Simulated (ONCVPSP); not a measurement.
## What one change does to a pseudopotential (beryllium (Be), ONCV)

* Element: Be (Z = 4)
* Generator: ONCVPSP 4.0.1
* Type: optimised norm-conserving Vanderbilt (ONCV)
* Functional: LDA (Perdew-Wang 92)
* Relativity: non-relativistic
* Frozen core: none
* Valence charge: 4
* Reference configuration: 1s2 2s1 2p1
* Partial waves: 1s+2s: rc 0.95 bohr, ncon 4, nbas 8, qcut 12.7 1/bohr, 2 projectors; 2p: rc 3.35 bohr, ncon 4, nbas 7, qcut 4 1/bohr, 2 projectors, debl 1.7 Ha; d scattering state at 0.45 Ha: rc 3.65 bohr, ncon 4, nbas 9, qcut 2.2 1/bohr, 2 projectors, debl 1.7 Ha
* Local potential: polynomial inside 0.85 bohr (lpopt 5, dvloc0 0 Ha)
* Core correction: none

Change: s: qcut 8.3; p: qcut 2.6; d: qcut 1.4.

Cutoffs: the cutoffs (Ha) at which the residual kinetic energy of the hardest occupied pseudo-wave falls to 1 and 0.1 mHa per electron; they do not see the model core or the augmentation charge, which bear on the density cutoff. Errors are all-electron minus pseudo energies relative to the spin-unpolarised reference configuration.

Question: What does the change do?

Answer: The potential gets harder (61 Ha and 71 Ha → 171 Ha and 206 Ha); both files keep a bound ghost (p); of the 4 tests that both files solve, the error grows in 4 and shrinks in 0 by more than 15 % and 0.3 meV (median size 21.6 → 42.1 meV).

| quantity | base | changed |
| --- | --- | --- |
| cutoff, loose | 61 Ha | 171 Ha |
| cutoff, tight | 71 Ha | 206 Ha |
| loose cutoff by channel | s 61 Ha, p 4.5 Ha | s 171 Ha, p 3.6 Ha |
| bound ghosts | p | p |
| GHOST(+) flags under 300 eV | none | none |
| error for 1s2 2s2 2p0, meV [ΔE -3.52 eV] | -11 | -21 |
| error for 1s2 2s1 2p0, meV [ΔE 6.00 eV] | +32 | +63 |
| error for 1s2 2s0 2p0, meV [ΔE 23.77 eV] | +105 | +198 |
| error for 1s2 2s0 2p2, meV [ΔE 3.55 eV] | -11 | -21 |
| s: phases at 0.96 bohr within 0.05 rad from the reference energy up to (Ha; the scan ends near 5) | to the end of the scan | to the end of the scan |
| p: phases at 3.40 bohr within 0.05 rad from the reference energy up to (Ha; the scan ends near 5) | n/a | 0.3 |
| d: phases at 3.69 bohr within 0.05 rad from the reference energy up to (Ha; the scan ends near 5) | 1.2 | 1.1 |

 A true bound ghost makes a file unfit for plane-wave use even where its test errors are small: the radial tests pick states by their node count and pass the ghost by.
